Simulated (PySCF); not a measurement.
Species: C2H8GaNS.
Bonds: C1–N2, N2–Ga3, Ga3–S4, S4–C5. Hydrogens: H6, H7, H8 on C1; H9 on N2; H10 on Ga3; H11, H12, H13 on C5.

Method used: PySCF, PBE0-D3(BJ)/def2-SVP geometry optimisation, gas phase.

(1) How far are the bound atoms from Ga3?

(2) List the angles at Ga3.

(3) What is the shape at Ga3?

(4) What are the other bond lengths?

(5) Give some angles away from the centre.

(6) What are the rotational constants (commonest isotopes, rigid rotor)?

Results:

(1) 3 atoms: H10 1.559 Å, N2 1.811 Å, S4 2.201 Å. The nearest atom not counted as bound is H9, at 2.47 Å.

(2) 
| angle | degrees | distance of the outer atoms (Å) |
| --- | --- | --- |
| N2–Ga3–H10 | 123.3 | 2.97 |
| S4–Ga3–H10 | 122.1 | 3.30 |
| N2–Ga3–S4 | 114.5 | 3.38 |

(3) Planar: angles 123.3°, 122.1° and 114.5°, sum 360.0°, 0.00 Å off the plane of its three neighbours.

(4) C1–N2 1.441 Å; S4–C5 1.827 Å; C1–H6, C1–H7, C1–H8 1.104 Å; N2–H9 1.014 Å; C5–H11, C5–H12, C5–H13 1.099 Å.

(5) C1–N2–Ga3 126.9°, Ga3–S4–C5 102.0°.

(6) A = 5205, B = 1503, C = 1184 MHz: an asymmetric top.

Point group: near Cs, missed by 0.30 Å at most; the miss may be what the optimiser left on a soft mode. Charge 0, singlet. Not checked by PBE0-D3(BJ)/def2-SVP frequencies.

Shape of the structure used: `[CH3:1][NH:2][GaH:3][S:4][CH3:5]`: C1–N2–Ga3–S4 -1°, N2–Ga3–S4–C5 179°.

One conformer stands for the species.
